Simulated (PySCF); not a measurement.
F2H2HfS2, SMILES [F][Hf]([F])([SH])[SH], multiplicity 1.

Coordinates come from a B3LYP-D3(BJ)/def2-SVP optimisation. A frequency run showed that this geometry is not a minimum. The spin state was assumed, not searched. The def2 effective core potentials stand for the cores of Hf; spin–orbit coupling is left out. The values are those of a single conformer.

These are PBE/def2-TZVP (PySCF) values and carry that method's errors.

Isolated molecule, no solvent.

### Question
Estimate the frontier levels, gap, dipole moment and polarisability. (The exact figures need the calculation; the answer reports its results.)

### Answer

The highest occupied level is -6.91 eV and the lowest empty level comes out as -3.20 eV. The orbital gap comes out as 3.71 eV and the dipole moment comes out as 0.54 D. The quadrupole, principal values (traceless, Buckingham form, about the centre of nuclear charge) comes out as -5.73, -4.06, 9.79 D·Å, the mean static polarisability is 79.9 bohr³ (11.84 Å³) and the polarisability, principal values comes out as 62.8, 76.0, 100.8 bohr³.
